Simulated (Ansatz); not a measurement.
`BCOC#N` + H₂O → `N#COCO` + BH₃ at 600 K and 1 bar (formal hydrolysis of a C–B bond).

Isolated molecules relaxed with PBE0-D4/def2-TZVP in Ansatz; ΔE leaves out vibrations. CCSD(T)/CBS adds triple-zeta CCSD(T) − MP2 to the extrapolated MP2 energy (def2 sets, frozen cores). This one scheme is used for every species. One conformer a species, not always the lowest.

```json
{"species": "`BCOC#N`", "CCSD(T)/CBS energy (Eh)": "-233.09932", "H − E (kJ/mol)": "210.5", "S (J/(mol·K))": "390.5"}
{"species": "H₂O", "CCSD(T)/CBS energy (Eh)": "-76.37941", "H − E (kJ/mol)": "76.8", "S (J/(mol·K))": "212.8"}
{"species": "`N#COCO`", "CCSD(T)/CBS energy (Eh)": "-282.89923", "H − E (kJ/mol)": "193.1", "S (J/(mol·K))": "374.9"}
{"species": "BH₃", "CCSD(T)/CBS energy (Eh)": "-26.55200", "H − E (kJ/mol)": "91.5", "S (J/(mol·K))": "217.3"}
```

H − E and S are ideal-gas, rigid-rotor, harmonic terms from PBE0-D4/def2-TZVP, for one conformer and one mirror image of each species. 1 Eh = 2625.50 kJ/mol, R = 8.31446 J/(mol·K).

Problem. By hand: ΔE, ΔH, ΔS and ΔG.

Solution. ΔE = (-282.89923) + (-26.55200) − (-233.09932) − (-76.37941) = 0.02750 Eh = 72.2 kJ/mol. Δ(H − E) = 193.1 + 91.5 − 210.5 − 76.8 = -2.7, so ΔH = 69.5 kJ/mol. ΔS = 374.9 + 217.3 − 390.5 − 212.8 = -11.1 J/(mol·K). ΔG = 69.5 − 600 × (-11.1)/1000 = 76.2 kJ/mol.

Problem. By hand: the equilibrium constant, and the temperature at which ΔG would vanish if ΔH and ΔS stayed fixed.

Solution. log₁₀ K = −ΔG/(RT ln 10) = -6.6. ΔH and −TΔS have one sign here, so there is no such temperature.

The number of gas molecules stays the same, so ΔS is small and ΔH decides. A doubt of 5 kJ/mol in ΔE shifts log₁₀ K by 0.4 here. Other conformers and mirror images would add mixing entropy, several J/(mol·K) or more a flexible species. Modes under 60 cm⁻¹, often nearly free rotors, make the harmonic entropy too high. These are equilibria of isolated gas molecules and say nothing of rates. Largest T1 diagnostic: 0.014 (customary marks: 0.02 for closed shells, 0.045 for open ones).

ΔS is within the doubt of such terms, so its sign, and with it that verdict, could turn.
